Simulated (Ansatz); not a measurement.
Relaxation of the cluster PtAu2 with RKS B3LYP-D4/def2-TZVP.

```sh
$ ansatz run in.yaml --threads 2 --pin off --events-out ev --progress --plain --max-ram 4352MiB
```

```yaml
crystal:
  periodic: [false, false, false]
  atoms:
    - {symbol: Pt, position_ang: [-0.041100, 0.170800, -0.995060]}
    - {symbol: Au, position_ang: [-1.649230, -1.091060, 0.393070]}
    - {symbol: Au, position_ang: [1.690340, 0.920270, 0.601990]}
basis:
  gaussian: {orbitals: def2-TZVP}
hamiltonian: {xc: {name: B3LYP}, dispersion: d4}
scf: {lower_state_search: "off"}
output: {orbitals: {seedname: orbitals}}
relax: {f_tol: 0.02, max_steps: 100}
```

It took 28 s on 2 threads of Arm Neoverse V1 on a shared host.

Positions (Å) and forces (eV/Å) at steps 1, 2, 3, 4, 5, 6, 7, 8 of 8:

```xyz
3
step=1 energy=-10638.9465 eV
Pt   -0.041    0.171   -0.995   -0.031    0.172   -0.969
Au   -1.649   -1.091    0.393   -0.319   -0.288    0.467
Au    1.690    0.920    0.602    0.350    0.116    0.501
3
step=2 energy=-10639.0072 eV
Pt   -0.047    0.197   -1.143    0.013   -0.078    0.435
Au   -1.594   -1.072    0.471    0.327    0.240   -0.199
Au    1.640    0.876    0.673   -0.340   -0.162   -0.236
3
step=3 energy=-10639.0290 eV
Pt   -0.047    0.198   -1.153    0.005   -0.031    0.170
Au   -1.557   -1.051    0.478    0.184    0.128   -0.074
Au    1.604    0.853    0.675   -0.189   -0.097   -0.095
3
step=4 energy=-10639.0706 eV
Pt   -0.052    0.218   -1.267    0.000    0.002   -0.011
Au   -1.395   -0.964    0.545    0.094    0.055    0.011
Au    1.447    0.747    0.722   -0.094   -0.057   -0.001
3
step=5 energy=-10639.1186 eV
Pt   -0.056    0.237   -1.379   -0.005    0.017   -0.102
Au   -1.233   -0.878    0.610    0.043    0.016    0.053
Au    1.289    0.641    0.768   -0.038   -0.033    0.049
3
step=6 energy=-10639.0103 eV rejected
Pt   -0.061    0.256   -1.488    0.002   -0.008    0.050
Au   -1.078   -0.796    0.675   -0.946   -0.565   -0.084
Au    1.139    0.540    0.813    0.944    0.574    0.034
3
step=7 energy=-10639.1225 eV
Pt   -0.057    0.240   -1.398    0.000   -0.001    0.007
Au   -1.213   -0.868    0.622    0.047    0.029    0.000
Au    1.270    0.627    0.777   -0.047   -0.028   -0.006
3
step=8 energy=-10639.1236 eV
Pt   -0.058    0.242   -1.410    0.000    0.001   -0.004
Au   -1.195   -0.858    0.629   -0.004   -0.003    0.002
Au    1.253    0.616    0.781    0.004    0.002    0.002
```

In the def2 sets Au, Pt take a core potential; there is no spin–orbit coupling. The structure comes from a short search, and lower isomers may exist.
